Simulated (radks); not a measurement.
Problem. Os48+, configuration [Ar] 3d10. Method: scalar-relativistic Kohn-Sham, PBE, spin-polarised, spherical densities, finite nucleus; Fermi nuclear charge, rms radius 5.4126 fm; computed with a radial shooting solver on a logarithmic mesh with Libxc functionals. Some entries of the table are withheld. Estimate them.

| orbital | occ. | eigenvalue (hartree) | r(max) (bohr) |
|---|---|---|---|
| 1s | 2 | -2807.433 | (1) |
| 2s | 2 | (2) | 0.06333 |
| 2p | 6 | (3) | 0.05210 |
| 3s | 2 | -196.7885 | (4) |
| 3p | 6 | -178.8330 | 0.1750 |
| 3d | 10 | -159.5958 | (5) |
| 4s | 0 | -97.70099 | 0.3713 |
| 4p | 0 | -90.79938 | 0.3805 |

Solution. 
(1) 1s r(max) (bohr): 0.01103
(2) 2s eigenvalue (hartree): -564.2691
(3) 2p eigenvalue (hartree): -503.5556
(4) 3s r(max) (bohr): 0.1769
(5) 3d r(max) (bohr): 0.1417
